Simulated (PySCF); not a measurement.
PySCF input (BP86/def2-SVP):

```python
from pyscf import gto, dft

mol = gto.M(
    atom='''
    C     1.24889928    0.11989250    0.43704499
    C     0.09848013    0.00945395    0.03446254
    C    -1.16217014   -0.11156663   -0.40669463
    H     2.25840526    0.21680359    0.79031569
    H    -1.65635077    0.71686991   -0.91200534
    H    -1.71331014   -1.04035242   -0.26718776
    ''',
    basis='def2-svp',
    charge=1,
    spin=0,
    verbose=4,
)

mf = dft.RKS(mol, xc='bp86')
mf.grids.level = 3
mf.conv_tol = 1e-9
mf.max_cycle = 100
mf.max_memory = 1500
mf.kernel()
if not mf.converged:
    mf = mf.newton()
    mf.kernel(mf.make_rdm1())
mf.dip_moment()
```

Predict the final energy.

-115.59226 Eh.
